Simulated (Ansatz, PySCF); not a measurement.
Gas-phase reaction in SMILES: C=[SiH2] [methylidenesilane] → C=[SiH2] as triplet, charge 0
Structures are relaxed separately at B3LYP-D3(BJ)/def2-TZVP in Ansatz (a program for electronic structure). Unstable Hartree-Fock reference: C=[SiH2]. A spin state is the lowest found, not a proven ground state.

Property: adiabatic triplet-singlet gap (0 K, with B3LYP-D3(BJ) harmonic zero-point energies from PySCF), in eV. Valence correlation only, unless marked. UHF or UKS for open shells. Spin-orbit coupling is left out. Non-relativistic. CBS marks a two-point X^-3 extrapolation of the correlation energy; Hartree-Fock from the larger set. The bracket is a focal-point correction in the basis named.

```
level            program  adiabatic triplet-singlet gap (eV)
---------------  -------  ----------------------------------
HF/def2-TZVPD      PySCF                                0.39
BLYP/def2-TZVPD   Ansatz                                1.57
```

Task: Estimate the value at RI-MP2/CBS(aug-cc-pV(T+d)Z,aug-cc-pV(Q+d)Z)+[CCSD(T)-MP2]/aug-cc-pV(T+d)Z as computed with Ansatz.

Result: 1.63 eV, so BLYP/def2-TZVPD differs from it by -0.06 eV.
